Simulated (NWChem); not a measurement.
System: CH5BS2; SMILES SB(C)S

Input file for NWChem:

```
start job
memory heap 200 mb stack 900 mb global 1100 mb
geometry units angstroms noautoz
  B     -0.335400     0.000352    -0.018859
  C     -1.913297    -0.000024    -0.004803
  H     -2.338972    -0.864263    -0.527196
  H     -2.342695     0.908846    -0.440619
  H     -2.264084    -0.053145     1.035708
  S      0.497943     1.614939    -0.008150
  H      1.789256     1.221127     0.036181
  S      0.498287    -1.614811    -0.008745
  H      1.788999    -1.219437     0.036141
end
basis spherical
  B library 6-31g*
  C library 6-31g*
  H library 6-31g*
  S library 6-31g*
end
dft
  xc xperdew91 perdew91
  iterations 150
  mulliken
end
task dft energy
```

The geometry was optimised at B3LYP/6-31G* (spherical d).

Problem. Predict the main results of this run. (PW91/6-31G* (spherical d).) Quantities: energy (Ha); highest occupied level (eV); orbital gap (eV); dipole (D).

Solution. 
```json
{
  "energy (Ha)": "-862.31",
  "highest occupied level (eV)": "-6.23",
  "orbital gap (eV)": "4.89",
  "dipole (D)": "0.74"
}
```
